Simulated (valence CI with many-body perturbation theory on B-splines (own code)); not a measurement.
## Run record, Te47+

Calculated by valence CI with perturbative core correlation (CI+MBPT): three valence electrons over a frozen Dirac-Fock core [He], a basis of 6 s, 6 p, 5 d, 3 f, 1 g functions for each j, with the two-electron term Σ2, the three-electron term Σ3, Breit, model QED; selected single and double excitations, second order for the rest (own B-spline code, finite nucleus).

Command, and the settings that its task file holds:

```sh
python run_cv.py task.json out
```

```
atom Te  Z=52  mass_number=130  rms_radius_fm=4.7423
core [He]
valence 2s2 2p1
avg = 1
basis = S
breit = 1
cap = 10000
capref = 1200
cscale = 1
de = 0.0
dress = 1
eps = 2e-08
h = 0.27
hh = 1
l2 = 3
lcore = 6
maxit = 60
n2 = 5
natural = 1
nlev = 21
nno = [3, 3, 3, 2, 1]
nroot = 26
nsp = [3, 3, 2, 1, 0]
pt2 = 1
qed = 1
rpa = 1
s1 = 0
s2 = 1
s3 = 1
screen = 1
tol = 2e-05
```

It took 7.1 s on 1 thread of Arm Neoverse N1, with other jobs on the host.

Log. The first blocks belong to the next ion, which gives the ionisation energy. Fields: 2J, parity (1 odd), roots, reference size, generating configurations, candidates as configurations/state functions, variational space P, stored matrix elements, Davidson steps; e2 is the range of second-order energies in hartree. The first line gives the box (bohr), its intervals, the orbitals and the steps of their self-consistent field. Window is the range of levels sought, series limit the energy at which the first omitted orbital would enter, core excitation an estimate of the first excitation out of the core, left out the lowest levels not solved, and shifts from estimates the range by which levels moved from their first estimate, all in cm⁻¹.

```
rmax 1.2 intervals 54 orbitals 36 references ['2s2 2p', '2s 2p2', '2p3'] scf 2 t 0.5
2J=0 par=0 roots 2 ref 15 generators 3 cand 92/92 P 107/107 nnz 0 it 0
   second order: generators 4 cand 0/0 e2 -0.00000 -0.00000
2J=0 par=1 roots 2 ref 11 generators 3 cand 73/73 P 84/84 nnz 0 it 0
   second order: generators 7 cand 0/0 e2 -0.00000 -0.00000
2J=2 par=1 roots 2 ref 28 generators 2 cand 188/188 P 214/214 nnz 0 it 0
2J=2 par=1 roots 2 ref 28 generators 2 cand 2/2 P 216/216 nnz 0 it 0
   second order: generators 5 cand 0/0 e2 -0.00000 -0.00000
reference levels 291, estimated 257, window 39626701 1/cm; series limit 51852959, core excitation 223928515
2J=1 par=1 roots 8 ref 32 generators 10 cand 1427/2051 P 1129/1649 nnz 0 it 5
2J=1 par=1 roots 8 ref 32 generators 13 cand 514/748 P 1255/1828 nnz 0 it 4
   second order: generators 15 cand 509/733 e2 -0.00000 -0.00000
2J=1 par=0 roots 9 ref 34 generators 12 cand 1425/2060 P 1131/1658 nnz 0 it 5
2J=1 par=0 roots 9 ref 34 generators 14 cand 522/750 P 1274/1867 nnz 0 it 4
   second order: generators 18 cand 625/860 e2 -0.00000 -0.00000
2J=3 par=1 roots 10 ref 47 generators 14 cand 1964/3920 P 1023/1997 nnz 0 it 5
2J=3 par=1 roots 10 ref 47 generators 16 cand 973/1970 P 1515/3085 nnz 1.4e+06 it 5
   second order: generators 17 cand 481/882 e2 -0.00000 -0.00000
2J=3 par=0 roots 8 ref 45 generators 10 cand 1733/3357 P 1009/1999 nnz 0 it 5
2J=3 par=0 roots 8 ref 45 generators 13 cand 970/1947 P 1377/2745 nnz 1.1e+06 it 5
   second order: generators 15 cand 798/1706 e2 -0.00000 -0.00000
2J=5 par=0 roots 5 ref 39 generators 10 cand 1983/4281 P 955/1998 nnz 0 it 5
2J=5 par=0 roots 5 ref 39 generators 13 cand 1056/2322 P 1316/2752 nnz 1.1e+06 it 5
   second order: generators 14 cand 891/2155 e2 -0.00001 -0.00000
2J=5 par=1 roots 5 ref 36 generators 7 cand 1778/3957 P 960/1997 nnz 0 it 5
2J=5 par=1 roots 5 ref 36 generators 9 cand 1032/2299 P 1396/3027 nnz 1.4e+06 it 4
   second order: generators 11 cand 798/1844 e2 -0.00000 -0.00000
2J=7 par=1 roots 2 ref 21 generators 4 cand 1404/3144 P 915/1992 nnz 0 it 4
2J=7 par=1 roots 2 ref 21 generators 5 cand 505/1173 P 1071/2350 nnz 0 it 4
   second order: generators 5 cand 349/815 e2 -0.00000 -0.00000
2J=7 par=0 roots 1 ref 19 generators 2 cand 1176/2614 P 511/1100 nnz 0 it 0
2J=7 par=0 roots 1 ref 19 generators 3 cand 679/1533 P 636/1405 nnz 0 it 4
   second order: generators 4 cand 774/1735 e2 -0.00000 -0.00000
2J=9 par=1 roots 1 ref 7 generators 1 cand 605/1285 P 422/885 nnz 0 it 0
2J=9 par=1 roots 1 ref 7 generators 1 cand 189/407 P 480/1006 nnz 0 it 0
   second order: generators 1 cand 131/286 e2 -0.00000 -0.00000
left out: unestimated 59037151, estimated 41987875, shifts from estimates -125 to 185
operators 0.2
```

The Davidson iterations converged. The settings are bad on purpose, so the numbers may not be properties of the ion.

The last digits are not significant, and no measured levels were compared; by estimate large intervals hold to a few tenths of a per cent, small ones and those within an open d or f shell to about a per cent.

| Quantity | Value |
| --- | --- |
| Valence energy | -968.9247 hartree |
| Ionisation energy | 8493.9 eV (NIST: 8499 ± 4 eV (theoretical)) |
| Reference configurations for the orbitals | 2s2 2p, 2s 2p2, 2p3 |
| Radial orbitals | 36 |
| Box radius | 1.216 bohr |
| Largest variational space | 3085 |
| Lowest levels | (2s^2 2p1/2) J=1/2 0.00, (2s 2p1/2^2) J=1/2 154.47, (2s^2 2p3/2) J=3/2 303.55, (2s 2p1/2 2p3/2) J=3/2 [a] 411.53, (2s 2p1/2 2p3/2) J=5/2 442.02, (2s 2p1/2 2p3/2) J=3/2 [b] 490.04, (2s 2p1/2 2p3/2) J=1/2 490.89, (2p1/2^2 2p3/2) J=3/2 656.35, (2s 2p3/2^2) J=5/2 733.30, (2s 2p3/2^2) J=1/2 803.79, (2s 2p3/2^2) J=3/2 804.88, (2p1/2 2p3/2^2) J=3/2 929.83, (2p1/2 2p3/2^2) J=5/2 948.95, (2p1/2 2p3/2^2) J=1/2 985.65 eV |

Levels are named by their leading jj configuration (3d3/2^4 stands for four electrons in 3d with j = 3/2), which in mixed levels can hold well under half, so a name can repeat and another be missing. Letters in brackets count levels of one name in rising energy.
